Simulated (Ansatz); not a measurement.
`C1=NC[SiH2]N1`, relaxed with RKS PBE-D4/def2-SVP in the Gaussian-basis code of Ansatz from a rough embedded geometry. The force threshold is 0.03 eV/Å; the program also tests the step.

The species carries charge 0 and has multiplicity 1.

Start:

```xyz
11

C     1.275   -0.432   -0.359
N     1.307   -0.273    0.862
C    -0.044    0.089    1.286
Si   -1.111    0.314   -0.239
N     0.181   -0.364   -1.225
H     2.195   -0.712   -0.981
H    -0.482   -0.682    1.969
H    -0.064    1.057    1.875
H    -1.283    1.639   -0.690
H    -2.276   -0.592   -0.349
H     0.304   -0.043   -2.149
```

Task: How much energy does the relaxation release, and in how many steps? (Estimate.)

Result: Computed: 14.92 kcal/mol, in 6 steps, 1 of them rejected.

Task: Which bonds change most? (Best estimate.)

Result: The calculation gave: Si4–H9 from 1.410 to 1.507 Å; C1–N2 from 1.232 to 1.288 Å; C3–Si4 from 1.875 to 1.927 Å; C1–H6 from 1.146 to 1.107 Å.

Task: Give the relaxed structure. (Estimate.)

Result: Computed: 
```xyz
11

C     1.341   -0.446   -0.420
N     1.278   -0.336    0.862
C    -0.050    0.103    1.316
Si   -1.132    0.339   -0.261
N     0.256   -0.170   -1.248
H     2.281   -0.770   -0.907
H    -0.479   -0.653    2.011
H     0.044    1.036    1.914
H    -1.583    1.740   -0.585
H    -2.319   -0.575   -0.425
H     0.363   -0.269   -2.257
```
